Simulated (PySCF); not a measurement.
## ClGe2H6N: core ionisation energies

ClGe2H6N.
Atom-mapped SMILES: `[Cl:1][GeH2:2][NH:3][GeH3:4]`

Method: PySCF, delta-SCF UKS SCAN, pcX-2 on the ionised atom, pcseg-1 elsewhere, spin-free X2C. Binding energies are ΔSCF values: E(core-ionised, relaxed orbitals) − E(ground state) at a fixed geometry, referred to the vacuum level.

Q: Give the core binding energies atom by atom.

A: 
```csv
atom(s),environment,level,binding energy (eV),2p1/2 (eV),count
Cl1,chlorine bonded to Ge,Cl 2p3/2,205.14,206.80,1
Cl1,chlorine bonded to Ge,Cl 1s,2827.72,–,1
N3,nitrogen bonded to 2 Ge and H,N 1s,404.28,–,1
```

Q: Express the binding energy of N 1s of N3 in atomic units and per mole.

A: 404.28 eV = 14.8570 Eh = 39007 kJ/mol.

Q: Which effective nuclear charge Zeff reproduces each element's mean 1s value in the hydrogen-like formula E = 13.606 eV × Zeff²?

A: N (Z = 7): mean 404.3 eV, Zeff = 5.45, Z − Zeff = 1.55; Cl (Z = 17): mean 2827.7 eV, Zeff = 14.42, Z − Zeff = 2.58. Means run over the listed sites, weighted by atom count.

For 2p shells one spin-free hole was relaxed; a mean-field spin–orbit operator and the ground-state splitting of the three 2p orbitals were then diagonalised within the shell. The shell's mean is (2 × 2p3/2 + 2p1/2)/3, and the degeneracies 2j + 1 give areas of 2:1. 2p1/2 minus 2p3/2 (ligand field included): Cl 1.65 eV. No level of germanium is listed. Isolated species at its PBE0-D3(BJ)/def2-SVP geometry (one conformer only).

On an Arm Neoverse V2 with one thread, on a shared host, this took 21 s of wall time.

Shape of the structure used: `[Cl:1][GeH2:2][NH:3][GeH3:4]`: Cl1–Ge2–N3–Ge4 -71°.
